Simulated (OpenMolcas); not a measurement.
Pd3+: effect of the active space

```json
{
 "Program": "OpenMolcas 26.06",
 "Method": "SS-CASPT2, IPEA 0.25 Eh, imaginary shift 0.1 Eh",
 "Basis": "ANO-R2",
 "Scalar Hamiltonian": "X2C, finite nucleus",
 "Spin-orbit coupling": "RASSI with atomic mean-field integrals over the reference wave functions, term energies averaged over their components"
}
```

A. 7 electrons in 5 orbitals (4d); 2S+1 = 4 even, 10 roots; 2S+1 = 2 even, 40 roots; closed shells correlated: 4s 4p; CASPT2 step of the order of 8 core-seconds
B. 7 electrons in 10 orbitals (4d 5d); 2S+1 = 4 even, 10 roots; 2S+1 = 2 even, 40 roots; closed shells correlated: 4s 4p; CASPT2 step about 25 core-minutes

Energies in cm-1 above 4d7 4F 9/2.

| Level | A | B |
| --- | --- | --- |
| 4d7 4F 9/2 | 0.0 | 0.0 |
| 4d7 4F 7/2 | 2770 | 2740 |
| 4d7 4F 5/2 | 4480 | 4410 |
| 4d7 4F 3/2 | 5540 | 5450 |
| 4d7 4P 5/2 | 13460 | 13230 |
| 4d7 4P 3/2 [72 %] | 13470 | 12940 |
| 4d7 4P 1/2 | 15340 | 14960 |
| 4d7 2G 9/2 | 15350 | 15370 |
| 4d7 2G 7/2 | 18080 | 18040 |
| 4d7 2H 11/2 | 20420 | 20740 |
| 4d7 2D 5/2(1) | 21900 | 21880 |
| 4d7 2P 1/2 | 22730 | 21520 |
| 4d7 2H 9/2 | 23250 | 23500 |
| 4d7 2D 3/2(1) [66 %] | 26650 | 26340 |
| 4d7 2F 5/2 | 31710 | 31650 |
| 4d7 2F 7/2 | 33110 | 33090 |
| 4d7 2D 3/2(2) | 50550 | 50450 |
| 4d7 2D 5/2(2) | 51900 | 51980 |

Between A and B the level of the table that moves most is 4d7 2P 1/2, by 1200 cm-1 (lowest in B, highest in A). Moves below CASPT2's spread within the term are not significant.

CASPT2 breaks the degeneracy within a term, and the mean is taken; among the terms shown or strongly mixed into the levels shown the widest spread is 730 cm-1 (4d7 2H, A). The CASPT2 spread within a term exceeds the gap to the next term for 4d7 2P and 4d7 2H, so the order of their levels is uncertain (holds for A). Active for correlation alone: 5d; no level in the range computed is led by a configuration that fills it, so any true level of that kind is missing (holds for B). Levels of configurations outside the active space are missing. Levels that lie high or do not pair safely by name in every column are left out.

A share in square brackets marks a mixed level and gives the weight of the term that names it, the lowest over the columns. A number in round brackets counts repeated terms of one configuration in the order of the reference energies.
